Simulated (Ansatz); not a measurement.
Species: SnCl2 (charge +1, doublet). SMILES of the parent species: [Cl][Sn][Cl]
Geometry from a B3LYP-D3(BJ)/def2-TZVP (Ansatz, an electronic-structure program) optimisation:
```xyz
3

Sn     0.0104     0.0025     0.4733
Cl     1.2533     1.5235    -0.7319
Cl    -1.2839    -1.5309    -0.6600
```
Charge +1, spin multiplicity 2.

Parts of the frozen-core correlation energy in STO-3G (Ansatz, hartree). Frozen orbitals: 33; correlated occupied orbitals by spin: 9 and 8; virtual: 3 and 4. Open shells are spin-unrestricted. No spin-orbit coupling. In def2 rows, elements after Kr have scalar-relativistic effective core potentials. STO-3G rows are all-electron and non-relativistic.

```json
[
 {"term": "reference (HF)", "value": "-6872.34841"},
 {"term": "MP2 opposite-spin", "value": "(withheld)"},
 {"term": "MP2 same-spin", "value": "-0.00642"},
 {"term": "CCSD correlation", "value": "(withheld)"},
 {"term": "(T)", "value": "(withheld)"},
 {"term": "T1 diagnostic", "value": "0.021"},
 {"term": "largest doubles amplitude", "value": "0.047"},
 {"term": "<S^2> of the reference", "value": "0.759"}
]
```

Question: What belongs in the gaps?

Answer: 
- MP2 opposite-spin, value: -0.02642
- CCSD correlation, value: -0.04406
- (T), value: -0.00341
